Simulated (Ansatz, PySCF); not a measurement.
C2H3ClF2Si, SMILES F/C=C(/F)[SiH2]Cl. Atoms are numbered in the order given.

```xyz
9

F      2.2679     0.7745     0.7296
C      1.9223    -0.4489     0.3558
C      0.7621    -0.6873    -0.2637
F      0.4899    -1.9614    -0.5947
Si    -0.5426     0.5824    -0.7178
Cl    -2.1665     0.3904     0.5469
H      2.6563    -1.2242     0.5973
H     -1.0039     0.3020    -2.1022
H      0.0234     1.9469    -0.5822
```

Geometry: PBE0-D3(BJ)/def2-SVP. The structure was generated by enumeration; whether it is a known compound was not checked. Other conformers were not sampled.

Two levels are set side by side: PBE-D3(BJ)/def2-SVP (Ansatz, an electronic-structure program) and PBE0-D3(BJ)/def2-SVP (Ansatz). Each level has its own optimised geometry; the coordinates shown are those of the second. Frequencies come from the Hessian of PySCF at each geometry. Differences are taken from unrounded values.

```
quantity                            PBE0-D3(BJ)  PBE-D3(BJ)  PBE-D3(BJ) minus PBE0-D3(BJ)
----------------------------------  -----------  ----------  ----------------------------
mean bond length (Å)                      1.502       1.514                         0.012
bond F1–C2 (Å)                            1.325       1.339                         0.014
bond C2–C3 (Å)                            1.337       1.350                         0.014
bond C3–F4 (Å)                            1.344       1.358                         0.014
bond C3–Si5 (Å)                           1.876       1.884                         0.008
bond Si5–Cl6 (Å)                          2.067       2.082                         0.015
bond C2–H7 (Å)                            1.095       1.104                         0.009
bond Si5–H8 (Å)                           1.486       1.497                         0.012
bond Si5–H9 (Å)                           1.483       1.495                         0.012
highest harmonic wavenumber (cm⁻¹)         3224        3118                          -106
mean harmonic wavenumber (cm⁻¹)             974         935                           -39
zero-point energy (kcal/mol)              29.25       28.08                         -1.17
```

Exact exchange shortens and stiffens bonds; PBE has none. Differences between two approximate levels are no errors against the true value.
